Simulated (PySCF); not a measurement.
Correlation energy of Ar²⁺ (argon, charge +2)

[Ne] 3s1 3p4 3d1, one real determinant (an excited configuration). All numbers are calculated (PySCF 2.14, scalar relativity by spin-free X2C-1e, in aug-cc-pVDZ-DK). Frozen: [Ne]; 6 electrons correlated.

```
  level  correlation energy (mhartree)
   CCSD                        -123.70
    (T)                          -7.01
CCSD(T)                        -130.71
  CCSDT                        -137.08
```

Diagnostics: T1 = 0.0065, D1 = 0.0163, largest double amplitude 0.285.

Problem. Is a single reference adequate?

Solution. Not fully. The real determinant used has ⟨L²⟩ near 8 against 12 for a pure F term, so it mixes terms. The outer electron is Rydberg-like, and this basis confines it to a smaller radius and binds it less than a complete one would. A double-excitation amplitude exceeds 0.15, a sign of near-degeneracy.

The reference is one real determinant that mixes LS terms of this configuration.
